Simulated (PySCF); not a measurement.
SCF from a fresh guess for quartet [RuH2]+, at the PBE0 minimum. PySCF input:

```python
from pyscf import gto, scf, dft
mol = gto.M(atom='''
Ru    -0.000000     0.000000    -0.032458
H      0.426515    -0.000000     1.646396
H     -0.426515     0.000000     1.646396''',
    basis={'Ru': 'def2-TZVP', 'H': 'def2-TZVP'},
    ecp={'Ru': 'def2-TZVP'},
    charge=1, spin=3)
mf = dft.UKS(mol, xc='PBE0')
mf.grids.atom_grid = (50, 194)
aux = {'Ru': 'def2-universal-JKFIT', 'H': 'def2-universal-JKFIT'}
mf = mf.density_fit(auxbasis=aux)
mf.conv_tol = 1e-08
mf.diis_space = 10
mf.max_cycle = 60
mf.init_guess = 'minao'
mf.verbose = 4
mf.kernel()
```

Excerpt of the output (cycles alone):

```
init E= -88.1239922574442
cycle= 1 E= -95.5537749205337  delta_E= -7.43  |g|= 0.654  |ddm|= 2.74
cycle= 2 E= -95.2957196782904  delta_E= 0.258  |g|= 1.02  |ddm|= 1.14
cycle= 3 E= -95.718885000083  delta_E= -0.423  |g|= 0.0667  |ddm|= 0.835
cycle= 4 E= -95.7212994328049  delta_E= -0.00241  |g|= 0.0323  |ddm|= 0.0685
cycle= 5 E= -95.7217276769915  delta_E= -0.000428  |g|= 0.00498  |ddm|= 0.0208
cycle= 6 E= -95.7217516180668  delta_E= -2.39e-05  |g|= 0.00097  |ddm|= 0.00782
cycle= 7 E= -95.7217529645634  delta_E= -1.35e-06  |g|= 0.000164  |ddm|= 0.0018
cycle= 8 E= -95.7217530068535  delta_E= -4.23e-08  |g|= 3.46e-05  |ddm|= 0.000396
cycle= 9 E= -95.7217530087088  delta_E= -1.86e-09  |g|= 7.88e-06  |ddm|= 7.9e-05
Extra cycle  E= -95.7217530087995  delta_E= -9.07e-11  |g|= 6.44e-06  |ddm|= 1.64e-05
converged SCF energy = -95.7217530087995  <S^2> = 3.7551647  2S+1 = 4.0025815
```

No lower solution of this spin was found from smeared starts or by a stability analysis within the unrestricted form.

Open d and f shells are described by one determinant, and the ground state may have another occupation or spin.

The search for the lowest solution, 3 starts and the stability check together, took 6.9 s on 2 threads of a shared Arm Neoverse N1 host, with 52 basis functions; the process peaked at 0.28 GiB.
